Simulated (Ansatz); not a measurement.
Ideal-gas functions of C$_{3}$H$_{4}$BrCl, SMILES `ClC1(Br)CC1` at 600 K and 1 bar, from an Ansatz frequency run at PBE0-D4/def2-TZVP.

Molar mass 155.42 g/mol, point group Cs (symmetry number 1), electronic degeneracy 1, moments of inertia 132.929, 280.896, 373.54 u Å². Harmonic wavenumbers (cm⁻¹, unscaled): 223, 262, 286, 389, 450, 701, 770, 924, 926, 993, 1061, 1089, 1148, 1179, 1289, 1447, 1486, 3162, 3163, 3249, 3260.

Use S(trans) = R[1.5 ln M + 2.5 ln T − 1.1517]; rotational temperatures θ = 24.2544 K / I; S(rot) = R[ln(√π/σ · √(T³/θAθBθC)) + 1.5]; for each mode x = 1.438777 ν̃/T, S = R[x/(eˣ − 1) − ln(1 − e⁻ˣ)] and H = RT x/(eˣ − 1); 1 cm⁻¹ = 0.0119627 kJ/mol; R = 8.31446 J/(mol·K).

Q: By hand: the entropy, in J/(mol·K).

A: Translation 186.3. Rotation: θ = 0.1825, 0.0863, 0.0649 K, giving 125.6. Vibration, mode by mode: 13.62, 12.31, 11.61, 9.19, 8.07, 4.91, 4.30, 3.22, 3.20, 2.82, 2.48, 2.35, 2.11, 1.99, 1.61, 1.19, 1.10, 0.04, 0.04, 0.03, 0.03, in all 86.2. Electronic 0.0. Sum 398.1 J/(mol·K).

Q: By hand: H − E and G − E in kJ/mol, counted from the electronic energy.

A: Zero-point energy ½ × 27457 × 0.0119627 = 164.2; thermal vibration 30.0; translation, rotation and pV give 4 RT = 20.0. H − E = 214.2 kJ/mol, and G − E = 214.2 − 600 × 398.1/1000 = -24.7 kJ/mol.

Vibration gives 22 % of the entropy.
